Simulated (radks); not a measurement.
Pt3+, 75 electrons, occupied as [Xe] 4f14 5d5.5 6p1.5 (fractional occupations, a model configuration). All-electron calculation, scalar-relativistic Kohn-Sham, r2SCAN, spin-unpolarised, spherical densities, finite nucleus; meta-GGA in the generalised Kohn-Sham scheme; Fermi nuclear charge, rms radius 5.427 fm. Program: a radial shooting solver on a logarithmic mesh with Libxc functionals. Some entries of the table are withheld. Estimate them.

| orbital | occ. | eigenvalue (eV) | <1/r> (bohr^-1) | <r^2> (bohr^2) |
|---|---|---|---|---|
| 1s | 2 | -78541.44 | 93.91 | (1) |
| 2s | 2 | -13862.88 | 22.03 | 0.006201 |
| 2p | 6 | (2) | 19.67 | 0.005203 |
| 3s | 2 | -3301.313 | 8.177 | 0.03997 |
| 3p | 6 | -2762.034 | 7.473 | 0.04101 |
| 3d | 10 | -2175.637 | 7.030 | 0.03403 |
| 4s | 2 | -750.7177 | 3.488 | 0.1943 |
| 4p | 6 | (3) | 3.158 | 0.2216 |
| 4d | 10 | (4) | 2.826 | 0.2532 |
| 5s | 2 | -147.6260 | (5) | 1.006 |
| 4f | 14 | (6) | 2.392 | 0.3223 |
| 5p | 6 | -100.3487 | 1.221 | 1.318 |
| 5d | 5.5 | -45.3230 | 0.9096 | 2.338 |
| 6p | 1.5 | -25.5978 | 0.4599 | 8.409 |

Answer. 
(1) 1s <r^2> (bohr^2): 0.0004063
(2) 2p eigenvalue (eV): -12019.47
(3) 4p eigenvalue (eV): -573.0878
(4) 4d eigenvalue (eV): -356.1002
(5) 5s <1/r> (bohr^-1): 1.422
(6) 4f eigenvalue (eV): -115.4017
